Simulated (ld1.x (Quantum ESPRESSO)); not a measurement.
# iron (Fe), RRKJ: configuration errors across variants

```
Element                 : iron
Generator               : ld1.x (Quantum ESPRESSO) 7.5
Type                    : norm-conserving RRKJ (Kleinman–Bylander form)
Functional              : PBE
Relativity              : scalar-relativistic
Frozen core             : [Ar]
Valence charge          : 8
Reference configuration : 3d6.5 4s1.5 4p0
Partial waves           : 4s (bound): rc 2.10 bohr; 4p (bound, empty): rc 3.45 bohr; 3d (bound): rc 1.10 bohr
Local potential         : all-electron potential smoothed inside 2.40 bohr (lloc = -1)
Core correction         : none
rho0                    : 0.005
```

All-electron excitation energies from the reference (eV): (1) 3d6 4s2 4p0 0.727; (2) 3d6 4s1 4p0 9.456; (3) 3d6 4s0 4p0 25.659; (4) 3d6 4s1 4p1 4.832; (5) 3d5 4s0 4p0 59.883; (6) 3d6 4s0 4p2 9.182; (7) 3d6 4s1.5 4p0 4.211.

3 further variants failed, have other tests or too few solved ones, and are left out.

A true bound ghost makes a file unfit for plane-wave use even where its test errors are small: the radial tests pick states by their node count and pass the ghost by.

Errors AE − PS in meV (a dash: test not solved or not reliable):

```tsv
change	(1)	(2)	(3)	(4)	(5)	(6)	(7)	bound ghosts
base	-45	-11	+87	-38	-200	-28	-31	none
type TM semilocal; local potential the d channel; rho0 0	-29	+1.9	+106	-13	+61	+18	-17	none
local potential the d channel	-27	+7.0	+109	-19	+66	-8.3	-13	s, p
wave 3d (bound): rc 1.10 bohr becomes 3d (bound): rc 1.16 bohr	-44	-11	+87	-38	-195	-28	-30	none
all radii scaled by about 1.19 (s 2.50, p 4.12, d 1.32 bohr); local potential all-electron potential smoothed inside 2.86 bohr (lloc = -1)	-47	-25	+61	-43	-355	-24	-38	none
local potential all-electron potential smoothed inside 1.46 bohr (lloc = -1)	-35	-8.2	+108	-26	+47	-1.7	-26	s
wave 4p (bound): rc 3.45 bohr becomes 4p (bound): rc 3.34 bohr	-45	-11	+87	-39	-200	-31	-31	none
```

Question: Give the same row for: core correction a·sin(br)/r model core inside 0.76 bohr.

Answer: -54, -26, -38, -49, -614, -57, -38; bound ghosts: none.
